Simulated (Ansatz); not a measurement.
Basis-set series for `BCCBC`. The species carries charge 0 and has multiplicity 1. Geometry: relaxed with PBE0-D4/def2-TZVP. It is one conformer, not always the lowest.

| functional | basis | functions | energy (Eh) | HOMO (eV) | LUMO (eV) |
| --- | --- | --- | --- | --- | --- |
| PBE0-D4 | def2-TZVPP | 295 | -169.84315 | -8.15 | -0.97 |
| PBE0-D4 | def2-QZVPP | 585 | -169.85357 | -8.15 | -0.99 |
| ωB97M-V | def2-TZVPP | 295 | -169.95361 | -10.43 | 0.90 |
| ωB97M-V | def2-QZVPP | 585 | -169.96356 | -10.43 | 0.77 |

Question: Give the rows for def2-SVP. (Estimate.)

Answer: Computed: 
| functional | basis | functions | energy (Eh) | HOMO (eV) | LUMO (eV) |
| --- | --- | --- | --- | --- | --- |
| PBE0-D4 | def2-SVP | 120 | -169.66016 | -8.12 | -0.85 |
| ωB97M-V | def2-SVP | 120 | -169.75665 | -10.39 | 1.19 |

Positive LUMOs are unbound and depend on the basis.
